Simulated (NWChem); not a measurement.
System: Cs, doublet

Excerpt of the output:

```
             Northwest Computational Chemistry Package (NWChem) 7.3.0
             --------------------------------------------------------

                             Geometry "geometry" -> ""
                             -------------------------

 Output coordinates in angstroms (scale by  1.889725989 to convert to a.u.)

  No.       Tag          Charge          X              Y              Z
 ---- ---------------- ---------- -------------- -------------- --------------
    1 Cs                  55.0000     0.00000000     0.00000000     0.00000000

 Effective nuclear repulsion energy (a.u.)       0.0000000000

                                 NWChem DFT Module
                                 -----------------

 Summary of "ao basis" -> "ao basis" (spherical)
 ------------------------------------------------------------------------------
       Tag                 Description            Shells   Functions and Types
 ---------------- ------------------------------  ------  ---------------------
 Cs                        def2-tzvp                11       29   5s3p3d

            General Information
            -------------------
          SCF calculation type: DFT
          Wavefunction type:  spin polarized.
          No. of atoms     :     1
          No. of electrons :     9
           Alpha electrons :     5
            Beta electrons :     4
          Charge           :     0
          Spin multiplicity:     2
          Use of symmetry is: off; symmetry adaption is: off
          Maximum number of iterations: 150
          AO basis - number of functions:    29
                     number of shells:    11
          Convergence on energy requested:  1.00D-06
          Convergence on density requested:  1.00D-05
          Convergence on gradient requested:  5.00D-04

              XC Information
              --------------
                  TPSS metaGGA Exchange Functional  1.000
             TPSS03 metaGGA Correlation Functional  1.000

             Grid Information
             ----------------
          Grid used for XC integration:  medium
          Radial quadrature: Mura-Knowles
          Angular quadrature: Lebedev.
          Tag              B.-S. Rad. Rad. Pts. Rad. Cut. Ang. Pts.
          ---              ---------- --------- --------- ---------
          Cs                  2.60      123          14.0       590
          Grid pruning is: on
          Number of quadrature shells:   123
          Spatial weights used:  Erf1

      Superposition of Atomic Density Guess
      -------------------------------------

 Sum of atomic energies:         -22.60767280

      Non-variational initial energy
      ------------------------------

 Total energy =     -19.817845
 1-e energy   =     -32.874635
 2-e energy   =      13.056790
 HOMO         =      -0.055568
 LUMO         =       0.027301

     ---------------------------------------------
      Total Density - Mulliken Population Analysis
     ---------------------------------------------

    Atom       Charge   Shell Charges
 -----------   ------   -------------------------------------------------------
    1 Cs   9     9.00  -0.32  1.55  0.75  0.47  0.55  5.39  0.61  0.00  0.00 -0.00  0.00

     --------------------------------------------
      Spin Density - Mulliken Population Analysis
     --------------------------------------------

    Atom       Charge   Shell Charges
 -----------   ------   -------------------------------------------------------
    1 Cs   9     1.00  -0.01  0.02 -0.03  0.46  0.55  0.00  0.00  0.00  0.00 -0.00  0.00

   convergence    iter        energy       DeltaE   RMS-Dens  Diis-err
 ---------------- ----- ----------------- --------- --------- ---------
 d= 0,ls=0.0,diis     1    -20.1404204221 -2.01D+01  2.77D-02  3.67D-03
                                                     4.75D-03  2.95D-03
 d= 0,ls=0.0,diis     2    -20.1442295992 -3.81D-03  2.78D-03  4.32D-04
                                                     1.28D-03  2.72D-04
 d= 0,ls=0.0,diis     3    -20.1445655772 -3.36D-04  1.34D-03  5.61D-06
                                                     2.39D-04  9.53D-06
 d= 0,ls=0.0,diis     4    -20.1445771608 -1.16D-05  1.38D-04  7.33D-08
                                                     7.79D-06  1.95D-09
 d= 0,ls=0.0,diis     5    -20.1445772022 -4.14D-08  1.04D-06  1.98D-11
                                                     4.98D-07  1.46D-11

         Total DFT energy =      -20.144577202156
      One electron energy =      -32.990443883810
           Coulomb energy =       15.984135590022
    Exchange-Corr. energy =       -3.138268908367
 Nuclear repulsion energy =        0.000000000000

 Numeric. integr. density =        9.000000004601

                    DFT Final Alpha Molecular Orbital Analysis
                    ------------------------------------------

 Vector    3  Occ=1.000000D+00  E=-5.076351D-01
              MO Center= -5.2D-16, -4.6D-15, -2.9D-16, r^2= 1.4D+00
   Bfn.  Coefficient  Atom+Function         Bfn.  Coefficient  Atom+Function
  ----- ------------  ---------------      ----- ------------  ---------------
     7      0.769920  1 Cs py                 8     -0.427056  1 Cs pz
     6     -0.210994  1 Cs px                10      0.109559  1 Cs py
    11     -0.060770  1 Cs pz                 9     -0.030024  1 Cs px

 Vector    4  Occ=1.000000D+00  E=-5.076351D-01
              MO Center=  2.6D-15,  2.4D-15,  4.5D-15, r^2= 1.4D+00
   Bfn.  Coefficient  Atom+Function         Bfn.  Coefficient  Atom+Function
  ----- ------------  ---------------      ----- ------------  ---------------
     8      0.734902  1 Cs pz                 7      0.472614  1 Cs py
     6      0.237119  1 Cs px                11      0.104576  1 Cs pz
    10      0.067253  1 Cs py                 9      0.033742  1 Cs px

 Vector    5  Occ=1.000000D+00  E=-7.985671D-02
              MO Center=  4.0D-16, -3.5D-14, -3.1D-14, r^2= 1.1D+01
   Bfn.  Coefficient  Atom+Function         Bfn.  Coefficient  Atom+Function
  ----- ------------  ---------------      ----- ------------  ---------------
     4      0.948065  1 Cs s                  2     -0.385205  1 Cs s
     3     -0.234562  1 Cs s                  5      0.200060  1 Cs s
     1      0.163675  1 Cs s

 Vector    6  Occ=0.000000D+00  E=-2.884782D-02
              MO Center= -2.9D-14, -3.2D-14,  8.0D-16, r^2= 2.0D+01
   Bfn.  Coefficient  Atom+Function         Bfn.  Coefficient  Atom+Function
  ----- ------------  ---------------      ----- ------------  ---------------
    13      0.941165  1 Cs py                12     -0.356784  1 Cs px
     7     -0.207591  1 Cs py                 6      0.078695  1 Cs px

 Vector    7  Occ=0.000000D+00  E=-2.884782D-02
              MO Center= -2.2D-14, -3.6D-14, -7.7D-14, r^2= 2.0D+01
   Bfn.  Coefficient  Atom+Function         Bfn.  Coefficient  Atom+Function
  ----- ------------  ---------------      ----- ------------  ---------------
    12      0.863668  1 Cs px                14     -0.408016  1 Cs pz
    13      0.318046  1 Cs py                 6     -0.190497  1 Cs px
     8      0.089995  1 Cs pz                 7     -0.070151  1 Cs py

 Vector    8  Occ=0.000000D+00  E=-2.884782D-02
              MO Center=  4.4D-14, -6.0D-14, -8.7D-15, r^2= 2.0D+01
   Bfn.  Coefficient  Atom+Function         Bfn.  Coefficient  Atom+Function
  ----- ------------  ---------------      ----- ------------  ---------------
    14      0.920114  1 Cs pz                12      0.374614  1 Cs px
     8     -0.202947  1 Cs pz                13      0.163118  1 Cs py
     6     -0.082628  1 Cs px                 7     -0.035979  1 Cs py

                     DFT Final Beta Molecular Orbital Analysis
                     -----------------------------------------

 Vector    2  Occ=1.000000D+00  E=-5.047335D-01
              MO Center=  3.6D-15,  1.3D-15,  1.8D-15, r^2= 1.4D+00
   Bfn.  Coefficient  Atom+Function         Bfn.  Coefficient  Atom+Function
  ----- ------------  ---------------      ----- ------------  ---------------
     8      0.754897  1 Cs pz                 7      0.468537  1 Cs py
     6      0.191390  1 Cs px                11      0.103612  1 Cs pz
    10      0.064308  1 Cs py                 9      0.026269  1 Cs px

 Vector    3  Occ=1.000000D+00  E=-5.047335D-01
              MO Center= -1.6D-15, -3.1D-15, -2.0D-15, r^2= 1.4D+00
   Bfn.  Coefficient  Atom+Function         Bfn.  Coefficient  Atom+Function
  ----- ------------  ---------------      ----- ------------  ---------------
     6      0.872602  1 Cs px                 8     -0.249911  1 Cs pz
     9      0.119767  1 Cs px                 7      0.046207  1 Cs py
    11     -0.034301  1 Cs pz

 Vector    4  Occ=1.000000D+00  E=-5.047335D-01
              MO Center= -1.6D-15,  2.0D-16, -2.5D-15, r^2= 1.4D+00
   Bfn.  Coefficient  Atom+Function         Bfn.  Coefficient  Atom+Function
  ----- ------------  ---------------      ----- ------------  ---------------
     7      0.777408  1 Cs py                 8     -0.440115  1 Cs pz
     6     -0.167214  1 Cs px                10      0.106701  1 Cs py
    11     -0.060407  1 Cs pz

 Vector    5  Occ=0.000000D+00  E=-6.120952D-02
              MO Center=  4.7D-14, -5.0D-14, -6.9D-14, r^2= 9.3D+00
   Bfn.  Coefficient  Atom+Function         Bfn.  Coefficient  Atom+Function
  ----- ------------  ---------------      ----- ------------  ---------------
     4      1.147648  1 Cs s                  2     -0.418998  1 Cs s
     3     -0.245863  1 Cs s                  1      0.175860  1 Cs s

 Vector    6  Occ=0.000000D+00  E=-1.179580D-03
              MO Center=  3.7D-13, -4.9D-13, -6.4D-14, r^2= 2.0D+01
   Bfn.  Coefficient  Atom+Function         Bfn.  Coefficient  Atom+Function
  ----- ------------  ---------------      ----- ------------  ---------------
    14      0.962916  1 Cs pz                 8     -0.247705  1 Cs pz
    13      0.165892  1 Cs py                12      0.141098  1 Cs px
    11      0.063747  1 Cs pz                 7     -0.042675  1 Cs py
     6     -0.036297  1 Cs px

 Vector    7  Occ=0.000000D+00  E=-1.179580D-03
              MO Center=  4.5D-13, -2.8D-13, -9.0D-13, r^2= 2.0D+01
   Bfn.  Coefficient  Atom+Function         Bfn.  Coefficient  Atom+Function
  ----- ------------  ---------------      ----- ------------  ---------------
    12      0.976219  1 Cs px                 6     -0.251128  1 Cs px
    14     -0.131803  1 Cs pz                13     -0.065265  1 Cs py
     9      0.064628  1 Cs px                 8      0.033906  1 Cs pz

     ---------------------------------------------
      Total Density - Mulliken Population Analysis
     ---------------------------------------------

    Atom       Charge   Shell Charges
 -----------   ------   -------------------------------------------------------
    1 Cs   9     9.00  -0.33  1.66  0.67  0.83  0.18  5.42  0.58  0.00  0.00  0.00  0.00

     --------------------------------------------
      Spin Density - Mulliken Population Analysis
     --------------------------------------------

    Atom       Charge   Shell Charges
 -----------   ------   -------------------------------------------------------
    1 Cs   9     1.00  -0.01  0.04 -0.03  0.83  0.18 -0.01  0.01  0.00  0.00  0.00  0.00

     -------------------------------------------
      Total Density - Lowdin Population Analysis
     -------------------------------------------

    Atom       Charge   Shell Charges
 -----------   ------   -------------------------------------------------------
    1 Cs   9     9.00   0.01  1.03  0.93  0.64  0.39  4.73  1.25  0.03  0.00  0.00  0.00

     ------------------------------------------
      Spin Density - Lowdin Population Analysis
     ------------------------------------------

    Atom       Charge   Shell Charges
 -----------   ------   -------------------------------------------------------
    1 Cs   9     1.00   0.00  0.06  0.00  0.56  0.38 -0.01  0.01  0.00  0.00  0.00  0.00

   alpha - beta orbital overlaps
   -----------------------------

   alpha      1      2      3      4      5      6      7      8      9     10
    beta      1      3      4      2      5      8      7      6      9     12
 overlap   1.000  0.997  0.999  0.998  0.996  0.908  0.881  0.971  0.702  0.772

   alpha     11     12     13     14     15     16     17     18     19     20
    beta     13     11     10     14     17     18     15     16     19     20
 overlap   0.780  0.861  0.897  0.996  0.708  0.783  0.761  0.813  0.855  0.962

   alpha     21     22     23     24     25     26     27     28     29
    beta     21     22     23     26     27     27     25     28     29
 overlap   0.987  0.970  0.766  0.799  0.735  0.594  0.843  1.000  1.000

     --------------------------
     Expectation value of S2:
     --------------------------
      <S2> =      0.7501 (Exact =     0.7500)
```

Level: TPSS/def2-TZVP with def2 effective core potentials on Cs, spin-unrestricted. No stability test was run on the SCF state. def2 effective core potentials on Cs; no spin-orbit coupling.

Question: Reconstruct the input file.

Answer: This is not unique; one that fits is the input that was run:
```
start job
memory heap 200 mb stack 900 mb global 1100 mb
geometry units angstroms noautoz
  Cs     0.000000     0.000000     0.000000
end
basis spherical
  * library def2-tzvp
end
ecp
  Cs library def2-ecp
end
dft
  odft
  mult 2
  xc xtpss03 ctpss03
  iterations 150
  mulliken
end
task dft energy
```
